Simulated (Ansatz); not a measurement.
`[GeH3][SiH]1CO1` + H–F → `F[SiH]1CO1` + GeH₄  (cleavage of the Si–Ge bond)

Computed with Ansatz on PBE0-D4/def2-TZVP structures; ΔE is electronic, products minus reactants. CCSD(T)/CBS is the MP2 limit (def2-TZVPP, def2-QZVPP) plus CCSD(T) − MP2 in def2-TZVPP, frozen cores. This one scheme is used for every species. Functionals use def2-TZVPP. For Ge outer-core shells are correlated without core-valence functions, which leaves a few kJ/mol of doubt a bond. Scalar relativity is left out up to krypton.

CCSD(T)/CBS gives -1.27 eV.

Another level gave -1.37 eV. Which?
A. PBE0-D4/def2-TZVPP
B. ωB97M-V/def2-TZVPP
C. PBE0/def2-TZVPP
D. r2SCAN-D4/def2-TZVPP

B. ωB97M-V -1.37, PBE0 -1.21, r2SCAN-D4 -1.32, PBE0-D4 -1.16 eV.

Largest T1 diagnostic among the species: 0.014.

The D4 term adds +0.08 eV with B3LYP and +0.04 eV with PBE0; it sums over pairs of atoms, weighted by their polarisabilities, and B3LYP, whose exchange is more repulsive, gets the larger term. From PBE to PBE0 (25 % exact exchange), in def2-TZVPP and without D4, ΔE moves by −0.05 eV.

B3LYP here is the variant with VWN-RPA as its local correlation; programs differ in this.
